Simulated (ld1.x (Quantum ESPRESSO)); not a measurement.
**hydrogen (H): one change to a TM semilocal potential, before and after**

H, norm-conserving Troullier–Martins (semilocal form), made with ld1.x (Quantum ESPRESSO) 7.5 (Wu–Cohen, scalar-relativistic). Core none, reference 1s1. Waves: 1s (bound): rc 1.00 bohr. Local part: the s channel. Core correction: none.

All-electron outer shells of the reference configuration (Wu–Cohen, scalar-relativistic, ld1.x):

| shell | level (eV) | outermost node (bohr) | outermost maximum (bohr) |
| --- | --- | --- | --- |
| 1s | -6.37 | – | 1.04 |

Change: wave 1s (bound): rc 1.00 bohr becomes 1s (bound): rc 1.30 bohr.

Cutoffs: the cutoffs (Ry, on a coarse ladder) from which the occupation-weighted sum of valence levels, in a spherical-Bessel basis at the reference potential, stays within 10 and 1 mRy of its value at 400 Ry; they do not see the model core or the augmentation charge, which bear on the density cutoff. Errors are all-electron minus pseudo energies relative to the spin-unpolarised reference configuration.

Question: What does the change do?

Answer: The potential gets softer (25 Ry and 50 Ry → 18 Ry and 35 Ry); neither file shows a bound ghost. A larger radius leaves more room for a smooth pseudo-wave, so fewer plane waves are needed. A semilocal file is local in each channel, so a ghost entry of none says nothing of the separable form that plane-wave codes build from it.

```csv
quantity,base,changed
"cutoff, loose",25 Ry,18 Ry
"cutoff, tight",50 Ry,35 Ry
bound ghosts,none,none
"error for 1s0.5, meV [ΔE 4.68 eV]",+0.6,+1.9
```
